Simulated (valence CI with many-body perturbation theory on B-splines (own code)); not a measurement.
# Sensitivity of CI+MBPT for La⁷⁺

Calculated by valence CI with perturbative core correlation (CI+MBPT): four valence electrons over a frozen Dirac-Fock core [Kr] 4d10, a basis of 5 s, 5 p, 5 d, 5 f, 2 g functions for each j, with the one-electron correlation potential Σ1, the two-electron term Σ2, the three-electron term Σ3, Breit, model QED; selected CI, second order for the rest, scaled by the run's own slope (own B-spline code, finite nucleus).

No measured levels were compared; by estimate levels hold to about 250 cm⁻¹ or 0.2 % of their energy and the worst to 1 %, as in measured heavy ions of charge 2 to 7; those with d or f electrons hold less well.

The reference run has the lowest level (5s^2 5p1/2^2) J=0 and an ionisation energy of 105.851 eV. Its largest variational space holds 10000 state functions.

Levels are named by their leading jj configuration (3d3/2^4 stands for four electrons in 3d with j = 3/2), which in mixed levels can hold well under half, so a name can repeat and another be missing.

Changed runs:
A. highest l in the core sums 6 → 7
B. Breit term on → off
C. screening of Σ1 on → off; scale of Σ1 1 → 0; scale of Σ2 1 → 0; three-electron term on → off
D. start configuration 5s2 5p2 → 5s2 5p3 (bad on purpose)

Excitation energies of the reference run in cm⁻¹, and shifts in cm⁻¹:

```tsv
Level	Reference	A	B	C
(5s^2 5p1/2 5p3/2) J=1	19254	-5.4	+306	-1152
(5s^2 5p1/2 5p3/2) J=2	25745	-1.7	+334	-1022
(5s^2 5p3/2^2) J=2	50755	-3.4	+641	-1984
(5s^2 5p3/2^2) J=0	70774	-4.0	+616	-1213
(4f5/2 5s^2 5p1/2) J=3	114881	+368	+1261	+17764
(4f7/2 5s^2 5p1/2) J=3	118875	+364	+1426	+17443
(4f5/2 5s^2 5p1/2) J=2	119866	+361	+1285	+17715
(4f7/2 5s^2 5p1/2) J=4	120708	+365	+1454	+17375
(5s 5p1/2^2 5p3/2) J=2	137441	-10	+197	-7746
(4f5/2 5s^2 5p3/2) J=3	138688	+361	+1578	+16323
(4f7/2 5s^2 5p3/2) J=4	141357	+360	+1681	+16170
(4f7/2 5s^2 5p3/2) J=5	144641	+363	+1749	+16299
Ionisation energy (eV)	105.851	-0.009	+0.080	-1.003
```

Run D: It gave no result: the electrons of core and valence do not add up to the charge. The program said: "core and valence hold 51 electrons, the ion has 50".
